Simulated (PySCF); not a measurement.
Question: Write Cartesian coordinates for `FC1O[C@@H](F)[C@H](F)O1` as optimised with PBE0-D3(BJ)/def2-SVP.

Answer: 
```xyz
11
C3H3F3O2 angstrom
F      2.2018    0.5669   -0.4521
C      1.3067   -0.3846   -0.1347
O      0.3399   -0.4310   -1.1274
C     -0.8985   -0.1338   -0.6028
F     -1.6256   -1.2705   -0.4350
C     -0.5714    0.4691    0.7621
F     -0.5011    1.8205    0.6631
O      0.6618   -0.0810    1.0496
H      1.8422   -1.3408   -0.0349
H     -1.4459    0.5460   -1.2714
H     -1.2858    0.1977    1.5520
```

Orientation and origin are arbitrary. Atoms count from 1 in this order. The 5-membered ring C2–O3–C4–C6–O8 has internal angles of 102.7° to 110.3° (sum 533°, against 540° for a flat polygon); it is puckered, 0.11 Å rms from its mean plane, widest ring torsion 27°. O3 (cyclic ether oxygen) is bent (angle 110.3°).

Bonds between heavy atoms (Å): F1–C2 1.344, C2–O3 1.386, O3–C4 1.377, C4–F5 1.360, C4–C6 1.528, C6–F7 1.357, C6–O8 1.381, C2–O8 1.382.

The calculation used PBE0-D3(BJ)/def2-SVP geometry optimisation, gas phase in PySCF 2.14.0.

Point group: C1 (no symmetry element, even within 0.4 Å). Stationary, but not proved a minimum. One conformer, not necessarily the lowest (F1–C2–O3–C4 -119°, C2–O3–C4–F5 -103°, O3–C4–C6–F7 94°, C4–C6–O8–C2 27°).
